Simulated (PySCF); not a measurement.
Radial density of W⁻ (tungsten, charge -1)

BHandHLYP, [Xe] 4f14 5d5 6s2, high-spin 6S determinant. All numbers are calculated (PySCF 2.14, scalar relativity by spin-free X2C-1e, in x2c-TZVPPall with one added diffuse shell each of s, p, d, f type (12s8p8d4f1g, 113 functions)).

| r (bohr) | 4πr²ρ (e/bohr) | 4πr²(ρα − ρβ) |
| --- | --- | --- |
| 0.0139 | 102.0 | -0.0010 |
| 0.0234 | 88.87 | -0.0022 |
| 0.0393 | 115.9 | 0.0099 |
| 0.0661 | 130.9 | 0.0902 |
| 0.111 | 105.8 | 0.2032 |
| 0.187 | 114.2 | 0.0001 |
| 0.314 | 64.11 | 0.2353 |
| 0.529 | 62.81 | 0.0810 |
| 0.890 | 20.33 | 0.7527 |
| 1.50 | 8.340 | 2.6427 |
| 2.52 | 2.197 | 1.5039 |
| 4.23 | 0.6840 | 0.2884 |
| 7.12 | 0.09994 | -0.0148 |
| 12.0 | 0.006538 | -0.0039 |
| 20.1 | 1.807e-05 | 0.0000 |

Densities and radii are taken from the X2C orbitals without a picture-change correction, which distorts them close to the nucleus.

Spin-orbit coupling, which splits the p, d and f shells strongly at this Z, is absent. At BHandHLYP the highest occupied level has a positive energy, so only the finite basis holds that electron; in a semilocal or global hybrid functional this comes from self-interaction and does not mean that the real anion is unbound.

Where is the radial spin density 4πr²(ρα − ρβ) most negative, and why is it negative at all?

Around r = 7.12 bohr, down to -0.0148 e/bohr: exchange with the open shell polarises the paired shells in an unrestricted calculation.
